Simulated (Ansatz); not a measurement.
Consider the ligand exchange at the Si–F bond: `C[Si](O)(F)[SiH3]` + HCl → `C[Si](O)([SiH3])Cl` + H–F.

Isolated molecules relaxed with PBE0-D4/def2-TZVP in Ansatz; ΔE leaves out vibrations. CCSD(T)/CBS is the MP2 limit (def2-TZVPP, def2-QZVPP) plus CCSD(T) − MP2 in def2-TZVPP, frozen cores. This one scheme is used for every species. Functionals use def2-TZVPP. B3LYP here is the variant with VWN-RPA as its local correlation; programs differ in this. Each species was taken in one conformer, which may not be the lowest.

`C[Si](O)(F)[SiH3]`:

Z-matrix (Å, degrees):
```
C
Si 1 1.857
H 1 1.093 2 110.9
H 1 1.093 2 110.8 3 -120.2
H 1 1.094 2 110.8 3 120.3
O 2 1.640 1 112.1 3 -60.6
F 2 1.608 1 106.2 3 -179.6
Si 2 2.342 1 115.1 3 60.4
H 6 0.959 2 118.9 1 -48.9
H 8 1.488 2 109.9 1 -60.2
H 8 1.486 2 110.9 1 179.1
H 8 1.489 2 109.8 1 58.7
```

HCl:

Cartesian coordinates in Å:
```
Cl -0.069 0.015 0.635
H 0.069 -0.015 -0.635
```

`C[Si](O)([SiH3])Cl`:

Z-matrix (Å, degrees):
```
C
Si 1 1.859
H 1 1.093 2 110.3
H 1 1.092 2 110.6 3 120.2
H 1 1.093 2 110.7 3 -120.2
O 2 1.642 1 112.3 3 59.5
Si 2 2.338 1 114.8 3 -62.1
Cl 2 2.077 1 106.4 3 178.8
H 6 0.959 2 118.4 1 62.6
H 7 1.488 2 110.5 1 62.4
H 7 1.485 2 110.2 1 -176.7
H 7 1.488 2 109.0 1 -56.8
```

H–F:

Z-matrix (Å, degrees):
```
F
H 1 0.920
```

```csv
level,ΔE (kcal/mol),difference from CCSD(T)/CBS
BLYP-D4,9.9,1.0
r2SCAN-D4,9.8,0.9
B3LYP-D4,10.0,1.1
r2SCANh-D4,9.6,0.7
r2SCAN0-D4,9.3,0.4
CAM-B3LYP-D4,11.6,2.7
PBE-QIDH,8.4,-0.5
BLYP,12.2,3.3
B3LYP,11.8,2.9
r2SCANh,9.9,1.0
BHLYP,12.2,3.3
CAM-B3LYP,12.7,3.8
CCSD(T)/def2-TZVPP,10.0,1.1
SCS-MP2/def2-QZVPP,9.4,0.5
HF/CBS(def2),13.4,4.5
CCSD/CBS(def2),9.6,0.7
CCSD(T)/CBS,8.9,0
```

Largest T1 diagnostic among the species: 0.012.

Leaving LDA and LC-ωPBE aside and taking each functional with its dispersion term where it has one, the values, not all of them listed here, spread over 4.7 kcal/mol, from revPBE-D4 to CAM-B3LYP-D4. The D4 term adds −1.9 kcal/mol with B3LYP and −1.0 kcal/mol with PBE0; it sums over pairs of atoms, weighted by their polarisabilities, and B3LYP, whose exchange is more repulsive, gets the larger term.
